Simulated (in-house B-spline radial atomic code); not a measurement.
Ionisation energies along the 15-electron series, configuration [Ne] 3s2 3p3, as differences of self-consistent energies. Dirac energy differences include first-order Breit, QED and recoil terms. NIST's values go from ground level to ground level; the uncertainty of those that are theory runs from under 0.1 % in few-electron ions to several per cent in heavy many-electron ones. Computed with a radial B-spline atomic code at the basis-set limit: Dirac-Hartree-Fock, average of the configuration, finite nuclei.

```json
{"ion": "P", "configuration after": "[Ne] 3s2 3p2", "ionisation energy (eV)": "8.8", "IE/(q+1)² (eV)": "8.8304", "Breit and QED recoil part (eV)": "-0.00041534", "tabulated value (eV)": "10.48669", "tabulated kind": "measured", "computed minus tabulated (eV)": "-1.7"}
{"ion": "S+", "configuration after": "[Ne] 3s2 3p2", "ionisation energy (eV)": "21.3", "IE/(q+1)² (eV)": "5.3312", "Breit and QED recoil part (eV)": "-0.0023068", "tabulated value (eV)": "23.33788", "tabulated kind": "measured", "computed minus tabulated (eV)": "-2.0"}
{"ion": "Cl2+", "configuration after": "[Ne] 3s2 3p2", "ionisation energy (eV)": "37.3", "IE/(q+1)² (eV)": "4.142", "Breit and QED recoil part (eV)": "-0.0053087", "tabulated value (eV)": "39.8", "tabulated kind": "semi-empirical", "computed minus tabulated (eV)": "-2.5"}
{"ion": "Ar3+", "configuration after": "[Ne] 3s2 3p2", "ionisation energy (eV)": "56.5", "IE/(q+1)² (eV)": "3.5333", "Breit and QED recoil part (eV)": "-0.0095347", "tabulated value (eV)": "59.58", "tabulated kind": "semi-empirical", "computed minus tabulated (eV)": "-3.0"}
{"ion": "K4+", "configuration after": "[Ne] 3s2 3p2", "ionisation energy (eV)": "79.0", "IE/(q+1)² (eV)": "3.1603", "Breit and QED recoil part (eV)": "-0.015192", "tabulated value (eV)": "82.66", "tabulated kind": "semi-empirical", "computed minus tabulated (eV)": "-3.7"}
{"ion": "Ca5+", "configuration after": "[Ne] 3s2 3p2", "ionisation energy (eV)": "?", "IE/(q+1)² (eV)": "?", "Breit and QED recoil part (eV)": "?", "tabulated value (eV)": "?", "tabulated kind": "semi-empirical", "computed minus tabulated (eV)": "?"}
{"ion": "Sc6+", "configuration after": "[Ne] 3s2 3p2", "ionisation energy (eV)": "?", "IE/(q+1)² (eV)": "?", "Breit and QED recoil part (eV)": "?", "tabulated value (eV)": "?", "tabulated kind": "semi-empirical", "computed minus tabulated (eV)": "?"}
{"ion": "Ti7+", "configuration after": "[Ne] 3s2 3p2", "ionisation energy (eV)": "165.3", "IE/(q+1)² (eV)": "2.5836", "Breit and QED recoil part (eV)": "-0.041899", "tabulated value (eV)": "170.5", "tabulated kind": "semi-empirical", "computed minus tabulated (eV)": "-5.2"}
{"ion": "V8+", "configuration after": "[Ne] 3s2 3p2", "ionisation energy (eV)": "200.4", "IE/(q+1)² (eV)": "2.4736", "Breit and QED recoil part (eV)": "-0.054599", "tabulated value (eV)": "206", "tabulated kind": "semi-empirical", "computed minus tabulated (eV)": "-5.6"}
{"ion": "Cr9+", "configuration after": "[Ne] 3s2 3p2", "ionisation energy (eV)": "?", "IE/(q+1)² (eV)": "?", "Breit and QED recoil part (eV)": "?", "tabulated value (eV)": "?", "tabulated kind": "semi-empirical", "computed minus tabulated (eV)": "?"}
{"ion": "Mn10+", "configuration after": "[Ne] 3s2 3p2", "ionisation energy (eV)": "279.7", "IE/(q+1)² (eV)": "2.3115", "Breit and QED recoil part (eV)": "-0.086696", "tabulated value (eV)": "286.1", "tabulated kind": "semi-empirical", "computed minus tabulated (eV)": "-6.4"}
{"ion": "Fe11+", "configuration after": "[Ne] 3s2 3p2", "ionisation energy (eV)": "324.0", "IE/(q+1)² (eV)": "2.2499", "Breit and QED recoil part (eV)": "-0.10642", "tabulated value (eV)": "330.8", "tabulated kind": "semi-empirical", "computed minus tabulated (eV)": "-6.8"}
{"ion": "Co12+", "configuration after": "[Ne] 3s2 3p2", "ionisation energy (eV)": "371.4", "IE/(q+1)² (eV)": "2.1975", "Breit and QED recoil part (eV)": "-0.12877", "tabulated value (eV)": "378.5", "tabulated kind": "semi-empirical", "computed minus tabulated (eV)": "-7.1"}
{"ion": "Ni13+", "configuration after": "[Ne] 3s2 3p2", "ionisation energy (eV)": "421.9", "IE/(q+1)² (eV)": "2.1523", "Breit and QED recoil part (eV)": "-0.15403", "tabulated value (eV)": "429.3", "tabulated kind": "semi-empirical", "computed minus tabulated (eV)": "-7.4"}
{"ion": "Cu14+", "configuration after": "[Ne] 3s2 3p2", "ionisation energy (eV)": "475.4", "IE/(q+1)² (eV)": "2.113", "Breit and QED recoil part (eV)": "-0.18213", "tabulated value (eV)": "483.1", "tabulated kind": "semi-empirical", "computed minus tabulated (eV)": "-7.7"}
{"ion": "Zn15+", "configuration after": "[Ne] 3s2 3p2", "ionisation energy (eV)": "532.1", "IE/(q+1)² (eV)": "2.0785", "Breit and QED recoil part (eV)": "-0.21349", "tabulated value (eV)": "540", "tabulated kind": "semi-empirical", "computed minus tabulated (eV)": "-7.9"}
{"ion": "Ga16+", "configuration after": "[Ne] 3s2 3p2", "ionisation energy (eV)": "591.9", "IE/(q+1)² (eV)": "2.048", "Breit and QED recoil part (eV)": "-0.24807", "tabulated value (eV)": "599.8", "tabulated kind": "semi-empirical", "computed minus tabulated (eV)": "-7.9"}
{"ion": "Ge17+", "configuration after": "[Ne] 3s2 3p2", "ionisation energy (eV)": "654.7", "IE/(q+1)² (eV)": "2.0208", "Breit and QED recoil part (eV)": "-0.28615", "tabulated value (eV)": "662.8", "tabulated kind": "semi-empirical", "computed minus tabulated (eV)": "-8.1"}
{"ion": "As18+", "configuration after": "[Ne] 3s2 3p2", "ionisation energy (eV)": "720.7", "IE/(q+1)² (eV)": "1.9964", "Breit and QED recoil part (eV)": "-0.32802", "tabulated value (eV)": "728.9", "tabulated kind": "semi-empirical", "computed minus tabulated (eV)": "-8.2"}
{"ion": "Se19+", "configuration after": "[Ne] 3s2 3p2", "ionisation energy (eV)": "789.8", "IE/(q+1)² (eV)": "1.9745", "Breit and QED recoil part (eV)": "-0.37363", "tabulated value (eV)": "798", "tabulated kind": "semi-empirical", "computed minus tabulated (eV)": "-8.2"}
{"ion": "Br20+", "configuration after": "[Ne] 3s2 3p2", "ionisation energy (eV)": "862.0", "IE/(q+1)² (eV)": "1.9547", "Breit and QED recoil part (eV)": "-0.42343", "tabulated value (eV)": "870", "tabulated kind": "semi-empirical", "computed minus tabulated (eV)": "-8.0"}
```

(1) Fill in the row of Ca5+.

(2) Fill in the row of Sc6+.

(3) Fill in the row of Cr9+.

Where a p, d or f electron is removed, the computed value is a mean over both j, so it misses the tabulated one by a part of the spin-orbit splitting; averaging over terms and missing correlation add to the gap, relatively most at low charge.

## Answers

(1) ionisation energy (eV): 104.7; IE/(q+1)² (eV): 2.9071; Breit and QED recoil part (eV): -0.022379; tabulated value (eV): 108.78; computed minus tabulated (eV): -4.1.

(2) ionisation energy (eV): 133.4; IE/(q+1)² (eV): 2.7233; Breit and QED recoil part (eV): -0.031203; tabulated value (eV): 137.99; computed minus tabulated (eV): -4.5.

(3) ionisation energy (eV): 238.5; IE/(q+1)² (eV): 2.3848; Breit and QED recoil part (eV): -0.069502; tabulated value (eV): 244.5; computed minus tabulated (eV): -6.0.
